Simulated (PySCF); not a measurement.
Cl2H2SeSi. Atoms are numbered in the order given.

```xyz
6

Si    -0.4527     0.2480     0.5732
Cl    -2.0349    -0.8201    -0.2130
Cl    -0.5369     2.2123    -0.0692
Se     1.4212    -0.8112    -0.1695
H     -0.5677     0.2698     2.0474
H      2.3053     0.1725     0.4903
```

The structure is a stationary point at B3LYP-D3(BJ)/def2-SVP. This is a generated structure with no PubChem entry under its InChIKey; it may be hypothetical. The values are those of a single conformer.

Computed with PySCF with PBE/def2-TZVP.

Gas-phase values at a fixed geometry.

Computed frontier levels, gap, dipole moment and polarisability:
```json
{
 "highest_occupied_level": "-6.43 eV",
 "lowest_empty_level": "-1.56 eV",
 "orbital_gap": "4.87 eV",
 "dipole_moment": "1.29 D",
 "quadrupole, principal values (traceless, Buckingham form, about the centre of nuclear charge)": "-3.54, -0.01, 3.55 D·Å",
 "mean_static_polarisability": "76.2 bohr³ (11.29 Å³)",
 "polarisability_principal_values": "61.0, 78.6, 89.0 bohr³"
}
```
